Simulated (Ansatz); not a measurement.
A geometry relaxed with PBE-D3(BJ)/def2-TZVP in Ansatz (a first-principles code), charge 0, multiplicity 1:

```xyz
4

H     -0.8991    -0.7941    -0.0006
B      0.0000     0.0000     0.0000
H     -0.2381     1.1756     0.0015
H      1.1372    -0.3816    -0.0009
```

Task: Write the SMILES of this molecule.

Result: `B`
